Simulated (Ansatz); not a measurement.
```yaml
crystal:
  periodic: [false, false, false]
  atoms:
    - {symbol: C, position_ang: [-3.677154, -0.586778, 1.728966]}
    - {symbol: Ga, position_ang: [-0.123325, 0.399802, 1.935932]}
    - {symbol: O, position_ang: [2.131430, -1.996258, 0.624824]}
    - {symbol: Si, position_ang: [2.981515, -0.795330, -2.018170]}
    - {symbol: O, position_ang: [0.971811, 1.721721, -2.052234]}
    - {symbol: H, position_ang: [-4.031489, -1.609511, -0.025981]}
    - {symbol: H, position_ang: [-4.159174, -1.831140, 3.305738]}
    - {symbol: H, position_ang: [-4.922127, 1.055841, 1.814106]}
    - {symbol: H, position_ang: [1.180456, 2.460581, 3.614927]}
    - {symbol: H, position_ang: [5.599759, 0.221534, -2.155691]}
    - {symbol: H, position_ang: [2.470738, -2.405458, -4.253412]}
    - {symbol: H, position_ang: [1.577523, 3.364957, -2.519043]}
basis:
  gaussian: {orbitals: 6-31G, fitting: {mean_field: cc-pVTZ-jkfit}}
hamiltonian: {xc: {name: SPW92}}
output: {forces: true}
```

```sh
$ ansatz run in.yaml --threads 4 --pin off --events-out ev --progress --plain --max-ram 10444MiB
```

It prints (some lines left out):

```
Functional definition: SPW92
  name "SPW92"
  cite "Dirac, Proc. Camb. Phil. Soc. 26, 376 (1930) doi:10.1017/S0305004100016108"
  cite "Slater, Phys. Rev. 81, 385 (1951) doi:10.1103/PhysRev.81.385"
  cite "Perdew & Wang, Phys. Rev. B 45, 13244 (1992) doi:10.1103/PhysRevB.45.13244"
  exchange = slater_x
  correlation = pw_c
775 factors; integrals over basis functions are off by at most 2.5e-2 eV
mean field evaluation 1: about -65247.3581 eV, gradient 1.2e2 eV
mean field evaluation 2: about -64525.6419 eV, gradient 1.8e2 eV
mean field evaluation 4: about -65073.1277 eV, gradient 2.4e2 eV
mean field evaluation 8: about -65298.4818 eV, gradient 8.7e0 eV
mean field evaluation 16: about -65299.5302 eV, gradient 3.3e0 eV
mean field evaluation 32: about -65299.5588 eV, gradient 4.0e-4 eV
mean field -65299.55882924 eV, -2399.7145253437 hartree, gradient 2.0e-6 eV, S^2 0.000000; 8 other end points of the search recorded, 0 dependent functions left out
the calculation of the forces begins
reference -65299.55889848 eV, -2399.7145278884 hartree; 37, 37 occupied and 46, 46 virtual orbitals, 775 factors
Total energy: -65299.55889848 eV, -2399.7145278884 hartree
Atom 0 at    -3.677154    -0.586778     1.728966 Å, force    -2.208091    -0.718916    -0.112125 eV/Å
Atom 1 at    -0.123325     0.399802     1.935932 Å, force     0.358066     0.114209     0.067935 eV/Å
Atom 2 at     2.131430    -1.996258     0.624824 Å, force     0.094725     1.263961    -1.417238 eV/Å
Atom 3 at     2.981515    -0.795330    -2.018170 Å, force    -0.099351    -0.003204     0.268040 eV/Å
Atom 4 at     0.971811     1.721721    -2.052234 Å, force     1.796481     2.580178    -0.826462 eV/Å
Atom 5 at    -4.031489    -1.609511    -0.025981 Å, force     0.442785     1.433267     2.468302 eV/Å
Atom 6 at    -4.159174    -1.831140     3.305738 Å, force     0.627905     1.722083    -2.201253 eV/Å
Atom 7 at    -4.922127     1.055841     1.814106 Å, force     1.696844    -2.300759    -0.129111 eV/Å
Atom 8 at     1.180456     2.460581     3.614927 Å, force    -0.409618    -0.696642    -0.558907 eV/Å
Atom 9 at     5.599759     0.221534    -2.155691 Å, force    -1.383889    -0.589283     0.093423 eV/Å
Atom 10 at     2.470738    -2.405458    -4.253412 Å, force     0.258627     0.899916     1.305678 eV/Å
Atom 11 at     1.577523     3.364957    -2.519043 Å, force    -1.174485    -3.704810     1.041716 eV/Å
Dipole moment:     0.026705     0.322060    -0.005229 e Å
```

**Question.** What is wrong with this run?

**Answer.** The coordinates are in bohr but typed as ångström. The calculation finished and met its thresholds. The result belongs to that input, not to the molecule as meant.
